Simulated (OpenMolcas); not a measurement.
Mn2+ in Cs2NaYCl6

Mn2+ with its 6 nearest chloride ions at 2.6 Å, on the Y site of Cs2NaYCl6 (a = 10.7396 Å, distance in the model lattice 2.619 Å). The rest of the host is ab initio model potentials to 7.6 Å, with orthogonalisation functions on the cations behind the ligands, and point charges beyond; the distance is set by hand and nothing relaxes, and no local charge compensation is placed. Ligand basis ANO-RCC-VDZP.
```
Mn    0.0000    0.0000    0.0000
Cl    2.6000    0.0000    0.0000
Cl    0.0000    2.6000    0.0000
Cl   -2.6000    0.0000    0.0000
Cl    0.0000   -2.6000    0.0000
Cl    0.0000    0.0000    2.6000
Cl    0.0000    0.0000   -2.6000
```

* Program: OpenMolcas 26.06
* Method: SS-CASPT2, IPEA 0.25 Eh, imaginary shift 0.1 Eh (closed shells correlated: 3s 3p and the ligand valence shells)
* Basis: ANO-RCC-VTZP [6s5p3d2f1g]
* Scalar Hamiltonian: DKH2, point nucleus
* Active space: 5 electrons in 5 orbitals (3d)
* State averaging: 2S+1 = 6 even, 1 root; 2S+1 = 4 even, 24 roots; 2S+1 = 2 even, 75 roots
* Spin-orbit coupling: state interaction with AMFI integrals over the reference wave functions

The lowest spin-free states (labels of O, the rotations of Oh), above the lowest:

| State | Degeneracy | E (cm-1) | Free-ion L (%) |
| --- | --- | --- | --- |
| 6A1 | 1 | 0 | S (100) |
| 4T1 | 3 | 23370 | G (75) |
| 4T2 | 3 | 24720 | G (97) |
| 4E | 2 | 25490 | G (100) |
| 4A1 | 1 | 25730 | G (100) |
| 4T2 | 3 | 29620 | D (94) |
| 4E | 2 | 30710 | D (100) |
| 2T2 | 3 | 32470 | I (65) |
| 4T1 | 3 | 33410 | P (76) |
| 2A2 | 1 | 34220 | I (81) |
| 2T1 | 3 | 34830 | I (85) |
| 2T2 | 3 | 35090 | I (87) |
| 2E | 2 | 36180 | I (95) |
| 2A1 | 1 | 36960 | I (100) |
| 2T2 | 3 | 37460 | D (49) |
| 2E | 2 | 38320 | D (78) |
| 2T1 | 3 | 39810 | F (74) |
| 4A2 | 1 | 41870 | F (100) |
| 2T2 | 3 | 42410 | F (33) |
| 4T1 | 3 | 42470 | F (99) |

The lowest levels with spin-orbit coupling:

```csv
E (cm-1),Degeneracy,Label,2S+1,g
0,6,,6,
23320,2,Γ7,4,2.35 2.35 2.35
23330,4,Γ8,4,
23370,4,Γ8,4,
23410,2,Γ6,4,2.93 2.93 2.93
24650,2,Γ7,4,1.79 1.79 1.79
24690,4,Γ8,4,
24760,2,Γ6,4,3.74 3.74 3.74
24770,4,Γ8,4,
25480,2,Γ7,4,2.07 2.07 2.07
25490,4,Γ8,4,
25490,2,Γ6,4,1.82 1.82 1.82
25730,4,Γ8,4,
29490,4,Γ8,4,
29520,2,Γ6,4,1.64 1.64 1.65
29670,4,Γ8,4,
29790,2,Γ7,4,3.91 3.91 3.91
30660,2,Γ7,4,2.03 2.03 2.03
30690,4,Γ8,4,
30710,2,Γ6,4,1.80 1.80 1.80
```

Powder χT (cm3 K/mol): 4.39 at 2 K, 4.39 at 10 K, 4.39 at 50 K, 4.39 at 100 K, 4.39 at 200 K, 4.39 at 300 K. The effective moment at 300 K is 2.828 √(χT) = 5.92 μB.

The lowest level has 2S+1 = 6, for which the spin-only value is χT = S(S+1) / 2 = 4.375 cm3 K/mol (g = 2). The computed 4.386 at 300 K differs by +0.011, little more than the free-electron g of 2.0023 accounts for.

Roots that are degenerate in the reference are averaged as groups; the widest CASPT2 spread within a group is 160 cm-1 (the 2-fold group of multiplicity 2 near 48400 cm-1 above the lowest state of its run). Shifts and gaps below about the spread of the groups concerned are not significant. Over all roots computed the reference weight is 0.66 to 0.68; a low but even weight reflects the number of correlated electrons. Ligand-to-metal charge-transfer states are missing. These CASPT2 states fit no ligand-field parameters well, so their order and spin gaps are uncertain. With no ligand orbital active B as a rule stays too high, so bands that hang on it stand too high and its fall with covalency is understated. With one d shell and no ligand orbital active, 10Dq can be off by tens of per cent for divalent 3d ions, low with halides held by bare charges and at times high in hosts. Free-ion shares, where given, are those of the reference states; single-state CASPT2 does not remix them. No measured value stands beside these numbers; the geometry was set by hand and not optimised.
